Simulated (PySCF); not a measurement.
In(Vi)(OMe)2, SMILES C=[CH][In]([O]C)[O]C, singlet (GFN2-xTB optimised geometry):

```
16

In    -0.160     0.502     0.000
C     -1.710     2.113     0.000
C     -2.979     1.778    -0.008
H     -1.354     3.133     0.007
H     -3.767     2.523    -0.008
H     -3.293     0.746    -0.015
O      1.874     0.502     0.000
C      2.748     1.596     0.011
H      2.636     2.208     0.913
H      3.767     1.193    -0.005
H      2.620     2.240    -0.867
O     -0.840    -1.378    -0.011
C     -0.021    -2.518    -0.004
H      1.047    -2.269    -0.031
H     -0.219    -3.101     0.903
H     -0.256    -3.133    -0.880
```

Method: PBE0/def2-TZVP, def2 effective core potentials past Kr in PySCF.

What are the frontier orbital energies and the dipole moment?

HOMO-2 -7.47 eV, HOMO-1 -7.35 eV, HOMO -7.13 eV, LUMO -1.32 eV, LUMO+1 -1.24 eV; dipole moment 2.43 D.

On the same geometry PBE/def2-TZVP, def2 effective core potentials past Kr in PySCF gives HOMO-2 -5.97 eV, HOMO-1 -5.93 eV, HOMO -5.63 eV, LUMO -2.21 eV, LUMO+1 -2.02 eV; dipole moment 2.22 D.
